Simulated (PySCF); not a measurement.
One of the candidates below gave these computed data.

All candidates are C8H7FO.

| technique | computed result |
| --- | --- |
| UV, strongest line | among the 6 lowest singlet transitions: S6 at 6.72 eV (185 nm, f = 0.525) [TDDFT CAM-B3LYP/def2-SVPD] |
| Rotational structure | rotational constants A, B, C: 4.585, 0.664, 0.582 GHz [PBE0-D3(BJ)/def2-SVP] |
| Polarisability | 98.2 au [CAM-B3LYP/def2-SVPD] |
| Dipole | 2.43 D [CAM-B3LYP/def2-SVPD] |
| UV, first state | lowest singlet excitation: 3.91 eV (317 nm, f = 0.000) [TDDFT CAM-B3LYP/def2-SVPD] |

Electronic properties: PySCF, gas phase, density fitting. Levels stand in brackets. Geometry: PBE0-D3(BJ)/def2-SVP, one conformer, isolated molecule.

Task: Which candidate is it?
A. `CC(=O)c1ccccc1F`
B. `O=Cc1ccc(CF)cc1`
C. `Cc1cccc(C(=O)F)c1`

Result: B. It is `O=Cc1ccc(CF)cc1`. Numbering: `[O:1]=[CH:2][c:3]1[cH:4][cH:5][c:6]([CH2:7][F:8])[cH:9][cH:10]1`. Its formula, C8H7FO, gives 5 degrees of unsaturation: 1 ring and 4 π bonds in the structure found (Kekulé form). The optimised geometry has point group Cs and is an asymmetric top.

The others, at the same levels:
- `Cc1cccc(C(=O)F)c1` fails: its computed lowest singlet excitation is 4.89 eV (253 nm, f = 0.036) (against 3.91 eV), static isotropic polarisability is 96.4 au (against 98.2 au) and rotational constant A is 2.644 GHz (against 4.585 GHz).
- `CC(=O)c1ccccc1F` fails: its computed lowest singlet excitation is 4.06 eV (305 nm, f = 0.000) (against 3.91 eV), static isotropic polarisability is 95.5 au (against 98.2 au) and rotational constant A is 2.237 GHz (against 4.585 GHz).

Each candidate is one conformer, not necessarily the lowest. The conformers computed, where there is a choice (atom-mapped SMILES and torsion angles):
- `[O:1]=[CH:2][c:3]1[cH:4][cH:5][c:6]([CH2:7][F:8])[cH:9][cH:10]1`: O1–C2–C3–C4 -179°, C5–C6–C7–F8 -1°
- `[CH3:1][c:2]1[cH:3][cH:4][cH:5][c:6]([C:7](=[O:8])[F:9])[cH:10]1`: C5–C6–C7–O8 179°
- `[CH3:1][C:2](=[O:3])[c:4]1[cH:5][cH:6][cH:7][cH:8][c:9]1[F:10]`: C1–C2–C4–C5 178°
